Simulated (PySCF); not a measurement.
Species: C7H13P.
Numbering: `[CH3:1][C:2]1=[C:3]([CH3:4])[P:5]1[CH:6]([CH3:7])[CH3:8]`

Geometry (GFN2-xTB, Å), atoms numbered from 1 in this order:
```xyz
21
C7H13P angstrom
C     -2.0731    1.9356    0.0770
C     -1.3243    0.7912   -0.4646
C     -1.3358   -0.4782   -0.7918
C     -2.1048   -1.7298   -0.8645
P      0.2956    0.2859   -1.1860
C      1.2767   -0.1298    0.3912
C      2.2090   -1.3047    0.1130
C      2.0596    1.0985    0.8447
H     -1.9765    2.7947   -0.5860
H     -3.1277    1.6838    0.1881
H     -1.6720    2.2179    1.0509
H     -1.6552   -2.4851   -0.2193
H     -2.0982   -2.1151   -1.8838
H     -3.1350   -1.5626   -0.5506
H      0.5575   -0.4126    1.1711
H      2.9039   -1.0533   -0.6869
H      2.7840   -1.5584    1.0030
H      1.6393   -2.1809   -0.1932
H      2.7417    1.4220    0.0599
H      1.3837    1.9224    1.0693
H      2.6426    0.8756    1.7378
```

NICS = −σ at a ghost point: NICS(0) at the centroid of the ring atoms, NICS(1) 1 Å to either side along the normal of their mean plane, zz for the tensor component along that normal. Level: GIAO PBE0/pcSseg-1 (PySCF, non-relativistic, gas phase) on the GFN2-xTB geometry, one conformer.

Ring bond lengths (Å), with Mayer bond orders in brackets: C2–C3 1.311 (1.68), C3–P5 1.844 (0.87), P5–C2 1.844 (0.87).

Q: Give the NICS values of each ring in ppm.

A: 
```json
{"ring": "C2–C3–P5", "type": "3-membered ring with P; formal bonds 1 double, 2 single", "NICS(0)": "-27.1", "NICS(1), two faces": "-6.0 / -10.6", "NICS(1)zz, two faces": "-13.2 / -20.9", "rms pucker (Å)": "0.00", "centre to ring atoms, mean (Å)": "0.96"}
```

Q: What do they say, and how far can they be read as aromaticity?

A: 
- C2–C3–P5: mean NICS(1)zz -17.1 ppm, shielded. A hydrogen on C6, outside the ring, lies 1.52 Å from a NICS(1) probe. The two faces differ by 7.7 ppm, so no symmetry operation interchanges them. NICS(0) lies 19 ppm below the mean NICS(1).

Q: How equal are the bonds by HOMA? HOMA = 1 − mean of α(R − Ropt)² over the ring bonds, with Krygowski's 1993 parameters (CC: Ropt 1.388 Å, α 257.7 Å⁻²; CP: Ropt 1.698 Å, α 118.91 Å⁻²).

A: 
- C2–C3–P5: HOMA -1.20; the largest term is that of C3–P5, α(R − Ropt)² = 2.54.

Q: At the second NICS(1) probe listed for ring C2–C3–P5, 1 Å off the ring, what do the in-plane components average?

A: The isotropic value is a third of the trace: (3 × -10.6 − (-20.9))/2 = -5.4 ppm.
